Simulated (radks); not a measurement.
Problem. The mean radii <r> (bohr) of the occupied orbitals of an atom or ion are listed with their occupations. Method: scalar-relativistic Kohn-Sham, LDA (Slater exchange, Perdew-Wang correlation), spin-polarised, spherical densities, point nucleus; computed with a radial shooting solver on a logarithmic mesh with Libxc functionals.

| orbital | occ. | <r> |
|---|---|---|
| 1s up | 1 | 0.02038 |
| 1s down | 1 | 0.02038 |
| 2s up | 1 | 0.08651 |
| 2s down | 1 | 0.08651 |
| 2p up | 3 | 0.07674 |
| 2p down | 3 | 0.07674 |
| 3s up | 1 | 0.2256 |
| 3s down | 1 | 0.2255 |
| 3p up | 3 | 0.2247 |
| 3p down | 3 | 0.2246 |
| 3d up | 5 | 0.2039 |
| 3d down | 5 | 0.2038 |
| 4s up | 1 | 0.5073 |
| 4s down | 1 | 0.5073 |
| 4p up | 3 | 0.5375 |
| 4p down | 3 | 0.5374 |
| 4d up | 5 | 0.5790 |
| 4d down | 5 | 0.5786 |
| 5s up | 1 | 1.157 |
| 5s down | 1 | 1.161 |
| 5p up | 3 | 1.292 |
| 4f up | 7 | 0.6993 |
| 4f down | 3 | 0.6986 |

Name the element and its charge. Open shells, if any, are filled with parallel spins first.

Solution. Z = 68, erbium, charge +7: Er7+ in [Kr] 4d10 4f10 5s2 5p3. The 1s radius gives Z: for a bare nucleus <r> = (2 gamma + 1)/(2Z) with gamma = sqrt(1 - (Z/c)^2), 0.02012 bohr for Z = 68, and screening makes it slightly larger (0.02038 here). The occupations add up to 61, and the charge is Z minus that.
